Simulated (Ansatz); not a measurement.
Ideal-gas functions of CH4FInTe, SMILES `[CH3][In]([F])[TeH]` at 800 K and 1 bar, from an Ansatz frequency run at PBE0-D4/def2-TZVP.

Molar mass 277.46 g/mol, point group Cs (symmetry number 1), electronic degeneracy 1, moments of inertia 104.503, 628.638, 729.965 u Å². Harmonic wavenumbers (cm⁻¹, unscaled): 29, 73, 106, 120, 195, 200, 491, 518, 567, 711, 742, 1191, 1445, 1447, 2160, 3071, 3167, 3181.

Use S(trans) = R[1.5 ln M + 2.5 ln T − 1.1517]; rotational temperatures θ = 24.2544 K / I; S(rot) = R[ln(√π/σ · √(T³/θAθBθC)) + 1.5]; for each mode x = 1.438777 ν̃/T, S = R[x/(eˣ − 1) − ln(1 − e⁻ˣ)] and H = RT x/(eˣ − 1); 1 cm⁻¹ = 0.0119627 kJ/mol; R = 8.31446 J/(mol·K).

Question: By hand: the entropy, in J/(mol·K).

Answer: Translation 199.5. Rotation: θ = 0.2321, 0.0386, 0.0332 K, giving 134.4. Vibration, mode by mode: 32.87, 25.20, 22.11, 21.08, 17.07, 16.86, 9.61, 9.20, 8.50, 6.81, 6.51, 3.41, 2.38, 2.37, 0.85, 0.22, 0.19, 0.18, in all 185.4. Electronic 0.0. Sum 519.3 J/(mol·K).

Question: By hand: H − E and G − E in kJ/mol, counted from the electronic energy.

Answer: Zero-point energy ½ × 19414 × 0.0119627 = 116.1; thermal vibration 59.8; translation, rotation and pV give 4 RT = 26.6. H − E = 202.5 kJ/mol, and G − E = 202.5 − 800 × 519.3/1000 = -212.9 kJ/mol.

Vibration gives 36 % of the entropy, 101.3 J/(mol·K) of it from the modes under 150 cm⁻¹: soft modes count most, and the harmonic formula is weakest for them.
